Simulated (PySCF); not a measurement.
Species: C8H11OP.
Atom-mapped SMILES: `[CH:1]#[C:2][CH2:3][P@@:4]1(=[O:5])[CH2:6][CH:7]=[C:8]([CH3:9])[CH2:10]1`

Structure used (GFN2-xTB), in Å, numbered top down from 1:
```xyz
21
C8H11OP angstrom
C      1.8949    2.1354   -0.1019
C      2.0972    0.9876   -0.3751
C      2.2893   -0.4029   -0.6874
P      0.7884   -1.4119   -0.3062
O      0.9635   -2.8347   -0.6254
C      0.3003   -0.9990    1.4243
C     -0.8856   -0.1026    1.2607
C     -1.3538    0.1195    0.0406
C     -2.5363    0.9710   -0.2852
C     -0.6380   -0.5519   -1.0980
H      1.7397    3.1456    0.1325
H      2.5075   -0.5455   -1.7508
H      3.1132   -0.8306   -0.1068
H      0.0415   -1.9223    1.9501
H      1.1053   -0.5071    1.9746
H     -1.3333    0.3294    2.1430
H     -3.2888    0.3838   -0.8112
H     -2.9799    1.3810    0.6182
H     -2.2412    1.7924   -0.9378
H     -1.2725   -1.2948   -1.5890
H     -0.3202    0.1747   -1.8491
```

NICS is the negative of the GIAO shielding at a point without a nucleus: at the ring centre (0) and 1 Å above and below it (1); zz is the component along the ring normal. Level: GIAO PBE0/pcSseg-1 (PySCF, non-relativistic, gas phase) on the GFN2-xTB geometry, one conformer.

Ring bond lengths (Å), with Mayer bond orders in brackets: P4–C6 1.845 (0.90), C6–C7 1.496 (1.03), C7–C8 1.326 (1.85), C8–C10 1.503 (1.03), C10–P4 1.844 (0.89).

Question: Give the NICS values of each ring in ppm.

Answer: 
```
           ring                                                     type  NICS(0)  NICS(1), two faces  NICS(1)zz, two faces  rms pucker (Å)  centre to ring atoms, mean (Å)
P4–C6–C7–C8–C10  5-membered ring with P; formal bonds 1 double, 4 single     -2.5         -1.9 / -4.2           -0.5 / -5.5            0.03                            1.36
```

Question: What can be read from them?

Answer: 
- P4–C6–C7–C8–C10: mean NICS(1)zz -3.0 ppm, shielded. P4, C6, C10 have four or more neighbours; no verdict on aromaticity is drawn. The two faces differ by 5.0 ppm, so no symmetry operation interchanges them.
